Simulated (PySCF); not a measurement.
B(GeH3)(H)(NMe2), SMILES CN(C)[BH][GeH3] (C2H10BGeN), GFN2-xTB optimised geometry. Atoms within 1.6 Å of the plane z = 1.5 Å (x, y, z in Å): B1 (0.06, -0.48, 0.00), Ge2 (-1.96, -0.48, 0.00), H4 (-2.63, -1.13, 1.18), H5 (-2.63, 0.87, 0.00), N7 (0.79, 0.10, 1.01), C8 (2.23, 0.13, 1.05), C9 (0.22, 0.77, 2.16), H10 (2.60, 1.16, 1.06), H11 (2.60, -0.37, 1.95), H12 (2.64, -0.37, 0.18), H13 (0.55, 0.28, 3.08), H14 (0.55, 1.82, 2.19), H15 (-0.86, 0.75, 2.12).

Level of theory: PBE0/def2-TZVP (PySCF 2.14.0).

Map of the electron localisation function on the plane z = 1.5 Å:

```
|                           |
|                           |
|                           |
|                           |
|                           |
|             .--           |
|            .*%%-          |
|            :#@@+  :##-    |
|            :*@%-  %@@%:   |
|     .    ==-+*+. -@@@@=   |
|     ..  .#%+=+-. +@@@#:   |
|      .  .#%*+##-:+%%#-    |
|      .   -+=+@%*+=+*=.    |
|    .-=-.   .=##**+#%#-    |
|   -#@@%+.   -##*=*@@%+.   |
|  :%@@@@@=.  -*#=.=%@%=.   |
|  -@@@@@@+.  :++: .+*+:    |
|  :@@@@@@+.  .--   .:.     |
|   #@@@@@-                 |
|   :#@@@*.                 |
|    .-=-.                  |
|                           |
|                           |
|                           |
|                           |
|                           |
|                           |
```
Scale: ten equal steps from 0.000 (start of ' ') to 1.000 (end of '@'), in the order ' .:-=+*#%@'; x runs from -5.00 to 5.00, y from -5.00 (bottom) to 5.00 (top).
